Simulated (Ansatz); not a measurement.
CH₅NOSi (`OC1N[SiH2]1`), relaxed with RKS PBE-D4/def2-SVP in Ansatz 0.2.0 from a rough embedded geometry. The force threshold is 0.03 eV/Å; the program also tests the step.

The species carries charge 0 and has multiplicity 1.

Start:

```xyz
9

O    -0.930    0.115   -1.422
C    -0.447   -0.558   -0.300
N    -0.325    0.322    0.783
Si    1.221   -0.073    0.393
H    -1.935    0.184   -1.406
H    -0.755   -1.587   -0.088
H    -0.479    1.300    0.543
H     1.839    1.206    0.000
H     1.811   -0.907    1.496
```

```
step  energy (eV)  largest force (eV/Å)  largest move (Å)
   1  -12515.4165                 4.517             0.000
   2  -12516.1126                 2.206             0.195
   3  -12516.3330                 0.391             0.195
   4  -12516.3489                 0.222             0.053
   5  -12516.3554                 0.244             0.039
   6  -12516.3637                 0.381             0.082
   7  -12516.3683                 0.296             0.079
   8  -12516.3699                 0.060             0.021
   9  -12516.3701                 0.025             0.021
```

End:

```xyz
9

O    -0.777    0.164   -1.478
C    -0.465   -0.464   -0.261
N    -0.421    0.355    0.955
Si    1.219   -0.027    0.465
H    -1.734    0.046   -1.631
H    -0.969   -1.448   -0.131
H    -0.922    1.250    0.979
H     2.032    0.938   -0.344
H     2.036   -0.813    1.445
```

Run time 17 s (2 threads of an Arm Neoverse V1 on a shared host); peak host memory 0.14 GiB.
